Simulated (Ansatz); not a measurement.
C₃H₇AlO₂, SMILES [CH3][Al]1[O]CC[O]1. Atoms are numbered in the order given.

```xyz
13

C      2.6697     0.2004     0.2810
Al     0.7568     0.0572     0.0730
O     -0.2043    -1.0505    -0.8290
C     -1.5688    -0.7518    -0.6492
C     -1.7631     0.4837     0.3027
O     -0.5253     0.9909     0.7431
H      2.9974     1.2511     0.2459
H      3.2026    -0.3551    -0.5058
H      2.9876    -0.2087     1.2537
H     -2.0874    -1.6342    -0.2320
H     -2.0336    -0.5479    -1.6311
H     -2.3217     1.2798    -0.2225
H     -2.3746     0.1934     1.1766
```
Charge 0, spin multiplicity 1.

Coordinates come from a PBE0-D3(BJ)/def2-SVP optimisation. Other conformers were not sampled.

Two levels are set side by side: PBE-D3(BJ)/def2-SVP (Ansatz, a quantum-chemistry and plane-wave program) and PBE0-D3(BJ)/def2-SVP (Ansatz). Each level has its own optimised geometry; the coordinates shown are those of the second. Differences are taken from unrounded values.

| quantity | PBE0-D3(BJ) |
|---|---|
| mean bond length (Å) | 1.345 |
| bond C1–Al2 (Å) | 1.930 |
| bond Al2–O3 (Å) | 1.722 |
| bond Al2–O6 (Å) | 1.722 |
| bond O3–C4 (Å) | 1.408 |
| bond C4–C5 (Å) | 1.572 |
| bond C5–O6 (Å) | 1.408 |
| bond C1–H7 (Å) | 1.101 |
| bond C1–H8 (Å) | 1.101 |
| bond C1–H9 (Å) | 1.102 |
| bond C4–H10 (Å) | 1.105 |
| bond C4–H11 (Å) | 1.105 |
| bond C5–H12 (Å) | 1.105 |
| bond C5–H13 (Å) | 1.105 |

Q: What does PBE-D3(BJ) give, and how far is it from PBE0-D3(BJ)? (An estimate is asked for; the answer gives what the named calculation found.)

A: 
| quantity | PBE-D3(BJ) | PBE-D3(BJ) minus PBE0-D3(BJ) |
|---|---|---|
| mean bond length (Å) | 1.356 | 0.011 |
| bond C1–Al2 (Å) | 1.941 | 0.012 |
| bond Al2–O3 (Å) | 1.746 | 0.024 |
| bond Al2–O6 (Å) | 1.746 | 0.024 |
| bond O3–C4 (Å) | 1.427 | 0.019 |
| bond C4–C5 (Å) | 1.557 | -0.015 |
| bond C5–O6 (Å) | 1.427 | 0.019 |
| bond C1–H7 (Å) | 1.109 | 0.008 |
| bond C1–H8 (Å) | 1.109 | 0.008 |
| bond C1–H9 (Å) | 1.110 | 0.008 |
| bond C4–H10 (Å) | 1.113 | 0.008 |
| bond C4–H11 (Å) | 1.118 | 0.012 |
| bond C5–H12 (Å) | 1.113 | 0.008 |
| bond C5–H13 (Å) | 1.118 | 0.012 |

GGA bonds tend to be longer and softer than those of functionals with exact exchange. Differences between two approximate levels are no errors against the true value.
